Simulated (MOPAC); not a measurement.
MOPAC input (PM7):

```
PM7 PRECISE GNORM=0.05 LET XYZ UHF MS=0.5 GEO-OK AUX(PRECISION=9) THREADS=1
CH7OSi2

C    -2.29522800 1   -0.84477800 1    0.10040700 1
Si   -1.01756400 1    0.45249500 1   -0.28357800 1
O     0.48113900 1   -0.18633900 1   -0.04064500 1
Si    2.08400600 1    0.07826700 1    0.17341400 1
H    -2.16635100 1   -1.71929100 1   -0.54011400 1
H    -2.22176600 1   -1.16920700 1    1.14004800 1
H    -3.30110200 1   -0.44983000 1   -0.06206500 1
H    -1.12439300 1    0.89382900 1   -1.69507500 1
H    -1.18654200 1    1.63566200 1    0.59604500 1
H     2.70206200 1   -1.19906100 1    0.62167100 1
H     2.29015100 1    1.13660000 1    1.20450300 1
```

Output:

```
 *******************************************************************************
 **                                                                           **
 **                              MOPAC v23.2.5                                **
 **                                                                           **
 *******************************************************************************
 ** MOPAC's Digital Object Identifier: https://doi.org/10.5281/zenodo.6511958 **
 **                                                                           **
 ** Please cite the open-source release paper for use of this MOPAC version:  **
 ** J. E. Moussa and J. J. P. Stewart (2026)                                  **
 ** MOPAC: An open-source semiempirical molecular orbital program             **
 ** J. Open Source Softw., 11(119), 8025, https://doi.org/10.21105/joss.08025 **
 *******************************************************************************

                              PM7 CALCULATION RESULTS

 *******************************************************************************
 *  PM7        - The PM7 Hamiltonian to be used
 *  GEO-OK     - OVERRIDE INTERATOMIC DISTANCE AND OTHER SAFETY CHECKS
 *  UHF        - UNRESTRICTED HARTREE-FOCK CALCULATION
 *  MS=        - IN MECI, MAGNETIC COMPONENT OF SPIN =  0.5
 *  LET        - OVERRIDE SOME SAFETY CHECKS
 *  PRECISE    - TIGHTER CRITERIA TO BE USED
 *  XYZ        - CARTESIAN COORDINATE SYSTEM TO BE USED
 *  GNORM      - EXIT WHEN GRADIENT NORM DROPS BELOW 0.050
 *  AUX        - OUTPUT AUXILIARY INFORMATION
 *******************************************************************************
PM7 PRECISE GNORM=0.05 LET XYZ UHF MS=0.5 GEO-OK AUX(PRECISION=9) THREADS=1
 CH7OSi2

   ATOM   CHEMICAL          X               Y               Z
  NUMBER   SYMBOL      (ANGSTROMS)     (ANGSTROMS)     (ANGSTROMS)

     1       C         -2.29522800  *  -0.84477800  *   0.10040700  *
     2      Si         -1.01756400  *   0.45249500  *  -0.28357800  *
     3       O          0.48113900  *  -0.18633900  *  -0.04064500  *
     4      Si          2.08400600  *   0.07826700  *   0.17341400  *
     5       H         -2.16635100  *  -1.71929100  *  -0.54011400  *
     6       H         -2.22176600  *  -1.16920700  *   1.14004800  *
     7       H         -3.30110200  *  -0.44983000  *  -0.06206500  *
     8       H         -1.12439300  *   0.89382900  *  -1.69507500  *
     9       H         -1.18654200  *   1.63566200  *   0.59604500  *
    10       H          2.70206200  *  -1.19906100  *   0.62167100  *
    11       H          2.29015100  *   1.13660000  *   1.20450300  *

          CARTESIAN COORDINATES

    NO.       ATOM           X           Y           Z

     1         C         -2.2952     -0.8448      0.1004
     2        Si         -1.0176      0.4525     -0.2836
     3         O          0.4811     -0.1863     -0.0406
     4        Si          2.0840      0.0783      0.1734
     5         H         -2.1664     -1.7193     -0.5401
     6         H         -2.2218     -1.1692      1.1400
     7         H         -3.3011     -0.4498     -0.0621
     8         H         -1.1244      0.8938     -1.6951
     9         H         -1.1865      1.6357      0.5960
    10         H          2.7021     -1.1991      0.6217
    11         H          2.2902      1.1366      1.2045

 General Reference for PM7:
 "Optimization of Parameters for Semiempirical Methods VI: More Modifications to the
 NDDO Approximations and Re-optimization of Parameters", J. J. P. Stewart, J. Mol. Mod., 1:32, 19 (2013)
 https://link.springer.com/article/10.1007/s00894-012-1667-x

           Empirical Formula: C H7 O Si2  =    11 atoms

      MOLECULAR POINT GROUP   :   C1

          UHF CALCULATION, NO. OF ALPHA ELECTRONS =   13
                           NO. OF BETA  ELECTRONS =   12

          Geometry optimization using EF

          DIAGONAL MATRIX USED AS START HESSIAN

 CYCLE:     1  GRAD.:    88.170 HEAT: -87.53038
 CYCLE:     2  GRAD.:    86.410 HEAT: -92.79925
 CYCLE:     3  GRAD.:   138.526 HEAT: -90.90964
 CYCLE:     4  GRAD.:   114.321 HEAT: -92.73112
 CYCLE:     5  GRAD.:   100.799 HEAT: -93.56794
 CYCLE:     6  GRAD.:    63.710 HEAT: -97.56047
 CYCLE:     7  GRAD.:   131.348 HEAT: -93.00412
 CYCLE:     8  GRAD.:    52.609 HEAT: -98.74291
 CYCLE:     9  GRAD.:    74.563 HEAT: -96.99635
 CYCLE:    10  GRAD.:    23.586 HEAT: -100.2157
 CYCLE:    11  GRAD.:    56.459 HEAT: -99.05359
 CYCLE:    12  GRAD.:    20.209 HEAT: -100.5647
 CYCLE:    13  GRAD.:    44.979 HEAT: -99.73160
 CYCLE:    14  GRAD.:    13.474 HEAT: -100.8745
 CYCLE:    15  GRAD.:    28.063 HEAT: -100.5966
 CYCLE:    16  GRAD.:    11.109 HEAT: -101.1280
 CYCLE:    17  GRAD.:    34.905 HEAT: -100.7268
 CYCLE:    18  GRAD.:     5.908 HEAT: -101.4290
 CYCLE:    19  GRAD.:     7.200 HEAT: -101.6176
 CYCLE:    20  GRAD.:    27.126 HEAT: -101.8418
 CYCLE:    21  GRAD.:     8.459 HEAT: -102.2454
 CYCLE:    22  GRAD.:     4.225 HEAT: -102.3431
 CYCLE:    23  GRAD.:     3.501 HEAT: -102.3946
 CYCLE:    24  GRAD.:     3.104 HEAT: -102.4211
 CYCLE:    25  GRAD.:     2.219 HEAT: -102.4471
 CYCLE:    26  GRAD.:     2.062 HEAT: -102.4698
 CYCLE:    27  GRAD.:     2.566 HEAT: -102.4927
 CYCLE:    28  GRAD.:     3.269 HEAT: -102.5353
 CYCLE:    29  GRAD.:     2.141 HEAT: -102.5562
 CYCLE:    30  GRAD.:     2.011 HEAT: -102.5841
 CYCLE:    31  GRAD.:     1.233 HEAT: -102.5909
 CYCLE:    32  GRAD.:     0.636 HEAT: -102.5957
 CYCLE:    33  GRAD.:     0.869 HEAT: -102.5995
 CYCLE:    34  GRAD.:     0.644 HEAT: -102.6016
 CYCLE:    35  GRAD.:     0.486 HEAT: -102.6030
 CYCLE:    36  GRAD.:     0.328 HEAT: -102.6039
 CYCLE:    37  GRAD.:     0.393 HEAT: -102.6046
 CYCLE:    38  GRAD.:     0.527 HEAT: -102.6058
 CYCLE:    39  GRAD.:     0.662 HEAT: -102.6077
 CYCLE:    40  GRAD.:     0.947 HEAT: -102.6115
 CYCLE:    41  GRAD.:     0.719 HEAT: -102.6139
 CYCLE:    42  GRAD.:     1.880 HEAT: -102.6127
 CYCLE:    43  GRAD.:     0.647 HEAT: -102.6174
 CYCLE:    44  GRAD.:     0.206 HEAT: -102.6178
 CYCLE:    45  GRAD.:     0.172 HEAT: -102.6180
 CYCLE:    46  GRAD.:     0.271 HEAT: -102.6180
 CYCLE:    47  GRAD.:     0.073 HEAT: -102.6181
 CYCLE:    48  GRAD.:     0.075 HEAT: -102.6181
 CYCLE:    49  GRAD.:     0.025 HEAT: -102.6181

     GRADIENT =  0.02492 IS LESS THAN CUTOFF =  0.05000

 -------------------------------------------------------------------------------
 PM7 PRECISE GNORM=0.05 LET XYZ UHF MS=0.5 GEO-OK AUX(PRECISION=9) THREADS=1
 CH7OSi2

     GEOMETRY OPTIMISED USING EIGENVECTOR FOLLOWING (EF).
     SCF FIELD WAS ACHIEVED

                              PM7 CALCULATION
                                                       MOPAC v23.2.5 Linux

          FINAL HEAT OF FORMATION =       -102.61814 KCAL/MOL =    -429.35430 KJ/MOL

          COSMO AREA              =        143.15 SQUARE ANGSTROMS
          COSMO VOLUME            =        138.38 CUBIC ANGSTROMS

          GRADIENT NORM           =          0.02492          =       0.00751 PER ATOM
          IONIZATION POTENTIAL    =          8.690891 EV
          ALPHA SOMO LUMO (EV)    =         -8.691  0.749
          BETA  SOMO LUMO (EV)    =        -11.248 -0.512
          NO. OF ALPHA ELECTRONS  =         13
          NO. OF BETA  ELECTRONS  =         12
          MOLECULAR WEIGHT        =         91.2367         POINT GROUP:  C1

          MOLECULAR DIMENSIONS (Angstroms)

            Atom       Atom       Distance
            H    11    H     7     6.28647
            H     9    H    10     4.17963
            H     8    H     6     3.38034

          SCF CALCULATIONS        =         50

   ATOM   CHEMICAL          X               Y               Z
  NUMBER   SYMBOL      (ANGSTROMS)     (ANGSTROMS)     (ANGSTROMS)

     1       C         -2.12708568  *  -0.91268166  *   0.11915633  *
     2      Si         -1.06053376  *   0.53648237  *  -0.34311830  *
     3       O          0.46756624  *   0.23103713  *   0.00402914  *
     4      Si          1.94706964  *  -0.11326366  *   0.36278286  *
     5       H         -1.80975563  *  -1.82559025  *  -0.42151014  *
     6       H         -2.04641127  *  -1.13479421  *   1.20094611  *
     7       H         -3.19868693  *  -0.76058842  *  -0.10162806  *
     8       H         -1.19946967  *   0.79702006  *  -1.77207528  *
     9       H         -1.51259494  *   1.71413573  *   0.39027410  *
    10       H          2.41041383  *  -1.45445118  *   0.13925841  *
    11       H          2.77188190  *   0.93215731  *   0.90169769  *

                             CARTESIAN COORDINATES

   1    C       -2.127085679    -0.912681657     0.119156326
   2   Si       -1.060533764     0.536482367    -0.343118305
   3    O        0.467566241     0.231037132     0.004029138
   4   Si        1.947069640    -0.113263657     0.362782860
   5    H       -1.809755630    -1.825590252    -0.421510143
   6    H       -2.046411272    -1.134794210     1.200946113
   7    H       -3.198686932    -0.760588418    -0.101628065
   8    H       -1.199469671     0.797020059    -1.772075282
   9    H       -1.512594939     1.714135726     0.390274098
  10    H        2.410413834    -1.454451183     0.139258413
  11    H        2.771881897     0.932157308     0.901697693

           Empirical Formula: C H7 O Si2  =    11 atoms

      MOLECULAR POINT GROUP   :   C1

          ALPHA EIGENVALUES
 -30.28353 -25.22688 -17.85714 -16.24372 -15.32470 -15.19476 -14.71218 -13.89789
 -13.57667 -12.49901 -11.75931 -11.27399  -8.69089   0.74945   2.00699   2.85907
   3.05085   3.80474   5.68808   5.70176   6.27704   6.87485   8.09570  21.36663
  21.96581  22.35653  22.86402  23.15083  23.23684  23.91836  24.29996  24.49347
  25.27446

           BETA EIGENVALUES
 -29.96846 -25.21934 -17.73242 -16.08807 -15.22148 -15.00513 -14.55742 -13.81085
 -13.52875 -12.51347 -11.60861 -11.24774  -0.51243   0.83207   2.02751   2.88045
   3.08299   3.75723   5.68871   5.70222   6.72583   6.87523   8.23961  21.63362
  22.17873  22.65911  22.89012  23.19200  23.26850  23.96502  24.37210  24.50980
  25.31134

              NET ATOMIC CHARGES AND DIPOLE CONTRIBUTIONS

  ATOM NO.   TYPE          CHARGE      No. of ELECS.   s-Pop       p-Pop       d-Pop
    1          C          -0.588210        4.5882     1.04722     3.54099
    2         Si           0.313867        3.6861     0.86648     2.57494     0.24471
    3          O          -0.676477        6.6765     1.57903     5.09744
    4         Si           0.194813        3.8052     0.87467     2.74129     0.18923
    5          H           0.171304        0.8287     0.82870
    6          H           0.170704        0.8293     0.82930
    7          H           0.170302        0.8297     0.82970
    8          H           0.068093        0.9319     0.93191
    9          H           0.067660        0.9323     0.93234
   10          H           0.052909        0.9471     0.94709
   11          H           0.055036        0.9450     0.94496
 DIPOLE           X         Y         Z       TOTAL
 POINT-CHG.    -0.609     0.171    -0.152     0.650
 HYBRID        -0.368    -0.635     0.208     0.763
 SUM           -0.977    -0.464     0.057     1.083

          ATOMIC ORBITAL ELECTRON POPULATIONS

     Atom    s        px        py        pz      x^2-y^2     xz        z^2       yz        xy
    1  C   1.04722   1.17311   1.18494   1.18295
    2 Si   0.86648   0.55727   0.95833   1.05934   0.06019   0.04419   0.04869   0.02758   0.06406
    3  O   1.57903   1.47071   1.82438   1.80235
    4 Si   0.87467   0.63061   1.05906   1.05161   0.05253   0.04109   0.02003   0.01033   0.06524
    5  H   0.82870
    6  H   0.82930
    7  H   0.82970
    8  H   0.93191
    9  H   0.93234
   10  H   0.94709
   11  H   0.94496

                    (SZ)    =    0.500000
                    (S**2)  =    0.751417

          ATOMIC ORBITAL SPIN POPULATIONS

    Atom   Total    s     px     py     pz   x^2-y^2  xz     z^2    yz     xy
         Atomic
    1  C  0.0022  0.000  0.001  0.001  0.000
    2 Si -0.0073 -0.001 -0.004 -0.001 -0.003 -0.000  0.001  0.000  0.000 -0.000
    3  O  0.0811  0.005  0.007  0.006  0.063
    4 Si  0.9578  0.030  0.071  0.068  0.789  0.000  0.001 -0.001 -0.000 -0.000
    5  H -0.0001 -0.000
    6  H -0.0001 -0.000
    7  H -0.0001 -0.000
    8  H  0.0045  0.005
    9  H  0.0005  0.001
   10  H -0.0193 -0.019
   11  H -0.0193 -0.019

 **********************
 *                    *
 * JOB ENDED NORMALLY *
 *                    *
 **********************

 == MOPAC DONE ==
```

The geometry given is a B3LYP-D3(BJ)/def2-TZVP minimum.
